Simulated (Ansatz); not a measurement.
ClHg (SMILES [Cl][Hg+]), charge +1, singlet, geometry from GFN2-xTB (such geometries of metal compounds can be far from the true shape) (core potentials on Hg); Ansatz (a first-principles code) with HF/def2-TZVP.

Input for Ansatz:
Ansatz 0.2 input:
```yaml
crystal:
  periodic: [false, false, false]
  atoms:
    - {symbol: Hg, position_ang: [-0.00000000, -0.00000000, -0.38734488]}
    - {symbol: Cl, position_ang: [0.00000000, 0.00000000, 1.82279944]}
basis:
  gaussian:
    orbitals: def2-TZVP
    occupation: {up: {"A1": 9, "B1": 4, "B2": 5}, down: {"A1": 9, "B1": 4, "B2": 5}}
hamiltonian:
  xc: hf
total_charge: 1
```

It wrote (shortened):

```
Functional definition: HF
863 factors; their error is unknown
mean field evaluation 1: about -16595.6820 eV, gradient 8.8e1 eV
mean field evaluation 2: about -16614.1995 eV, gradient 1.5e1 eV
mean field evaluation 4: about -16615.6345 eV, gradient 3.5e-2 eV
mean field -16615.89805224 eV, -610.6229907595 hartree, gradient 2.0e-6 eV, S^2 0.000000; 0 other end points of the search recorded, 0 dependent functions left out
reference -16615.89805224 eV, -610.6229907595 hartree; 18, 18 occupied and 62, 62 virtual orbitals, 863 factors
Total energy: -16615.89805224 eV, -610.6229907595 hartree
```
